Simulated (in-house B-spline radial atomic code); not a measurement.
The numbers below are computed, except where a source is named.
Making a Troullier-Martins s channel for In, r_c = 1.68 bohr

In, [Kr] 4d10 5s2 5p1, non-relativistic LDA (VWN5), spherical and spin-unpolarised, from an all-electron radial atomic-structure program (B-spline basis) (atomic units). The all-electron 5s level is ε = -0.290498 hartree, its outermost node lies just inside 1.08 bohr and its outer maximum at 2.24 bohr.

Inside r_c the pseudo-orbital is u(r) = r^1 exp(p(r)), with p = c0 + c2 r² + c4 r⁴ + … + c12 r¹². The seven coefficients follow from p and its first four derivatives at r_c, from zero curvature of the screened potential at the origin, c4 = −c2²/(2l + 5), and from the norm inside r_c. At r_c the all-electron orbital has P = 0.5626748, P' = 0.4994131, the screened potential V = -1.410068, V' = 2.09625, V'' = -4.53185, and the norm inside is Q = 0.1200661.

Q: What are p, p' and p'' at r_c?

A: p = ln(P/r_c^1) = ln(0.5626748/1.68) = -1.09385. p' = P'/P − 1/r_c = 0.88757 − 0.59524 = 0.29233. The radial equation gives p'' = 2(V − ε) − 2(1) p'/r_c − p'² = -2.23914 − (0.34801) − 0.08546 = -2.67261. Differentiating, p''' = 2V' + 2(1)p'/r_c² − 2(1)p''/r_c − 2p'p'' = 9.1439, and p'''' = 2V'' − 4(1)p'/r_c³ + 4(1)p''/r_c² − 2(1)p'''/r_c − 2p''² − 2p'p''' = -43.615.

For a trial c2 the five matching conditions are linear in c0, c6, c8, c10 and c12, and c2 is varied until the norm inside r_c equals Q. The root nearest zero gives:

```csv
n,c_n
0,-0.8076202
2,-1.180924
4,-0.2789165
6,1.272738
8,-0.720327
10,0.1628315
12,-0.01345253
```

Q: Check c4 and p(r_c), and find the screened pseudopotential at the origin.

A: −c2²/5 = -0.278916, as listed. The terms c_n r_c^n are -0.80762, -3.33304, -2.22183, 28.61505, -45.70923, 29.16293, -6.80010, which sum to -1.09385. Inverting the radial equation, V_l(r) = ε + 1 p'/r + (p'' + p'²)/2, so V_l(0) = ε + (2l + 3) c2 = -0.290498 + 3 × (-1.18092) = -3.8333 hartree, finite where the all-electron potential diverges.

Orbitals and screened potentials:

| r (bohr) | P | u | V all-electron | V pseudo |
| --- | --- | --- | --- | --- |
| 0.168 | 0.03938 | 0.07244 | -155.3 | -3.811 |
| 0.42 | -0.00687 | 0.1517 | -33.51 | -3.14 |
| 0.672 | -0.317 | 0.1818 | -13.2 | -0.9668 |
| 0.924 | -0.163 | 0.1979 | -6.347 | 1.538 |
| 1.176 | 0.1374 | 0.259 | -3.475 | 2.536 |
| 1.428 | 0.394 | 0.4032 | -2.123 | 0.1127 |
| 1.68 | 0.5627 | 0.5627 | -1.41 | -1.41 |

Logarithmic derivatives P'/P at R = 1.98 bohr, for energies E around ε:

```json
{"E − ε (hartree)": "-0.5", "all-electron": "0.754854", "pseudo": "0.737884"}
{"E − ε (hartree)": "-0.25", "all-electron": "0.527424", "pseudo": "0.521985"}
{"E − ε (hartree)": "-0.1", "all-electron": "0.378797", "pseudo": "0.377767"}
{"E − ε (hartree)": "0", "all-electron": "0.273745", "pseudo": "0.273746"}
{"E − ε (hartree)": "0.1", "all-electron": "0.163311", "pseudo": "0.161984"}
{"E − ε (hartree)": "0.25", "all-electron": "-0.0137918", "pseudo": "-0.0240887"}
{"E − ε (hartree)": "0.5", "all-electron": "-0.345999", "pseudo": "-0.409062"}
```

Q: With P(R) = 0.6617347 and a norm of 0.2356924 inside R, what slope in energy does norm conservation fix?

A: d(P'/P)/dE = −2 × (norm inside R)/P(R)² = -1.0765 per hartree·bohr at E = ε, for both atoms, since orbital and norm agree at R. Differences over ±0.1 hartree give -1.0774 (all-electron) and -1.0789 (pseudo), which also hold third-order terms. Half a hartree below ε the two curves differ by -0.0170.
